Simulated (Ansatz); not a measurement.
C3F6O, SMILES `FC(F)(F)C1(F)OC1(F)F`. The species carries charge 0 and has multiplicity 1.

```xyz
10

F     0.999    1.900   -0.237
C    -0.019    1.248    0.316
F     0.253    1.029    1.593
F    -1.104    2.009    0.234
C    -0.250   -0.063   -0.429
F    -0.556    0.172   -1.702
O    -1.051   -1.027    0.220
C     0.252   -1.369   -0.042
F     1.031   -1.593    0.997
F     0.444   -2.305   -0.951
```

Q: What are the harmonic wavenumbers in cm⁻¹ at PBE0-D4/def2-TZVP (Ansatz, finite differences of forces, unscaled)? (An estimate is asked.)

A: Ansatz gave: 46, 133, 159, 250, 269, 311, 353, 433, 512, 544, 576, 589, 624, 737, 789, 837, 1050, 1172, 1194, 1231, 1254, 1306, 1383, 1588.

Q: Is this a minimum?

A: Yes, all 24 modes are real.

Q: Give the ideal-gas thermochemistry at 298.15 K and 1 bar (rigid rotor, harmonic oscillator; point group C1, symmetry number 1).

A: Zero-point energy 103.7 kJ/mol; H(298) − E = 127.8 kJ/mol; entropy 381.7 J/(mol·K), of which translation 172.6, rotation 122.7, vibration 86.4; G(298) − E = 14.0 kJ/mol. Modes under 100 cm⁻¹ are hindered rotations or soft bends, so the harmonic entropy is rough.

Q: Rotational constants (cm⁻¹)?

A: 0.07434, 0.03687, 0.03133.
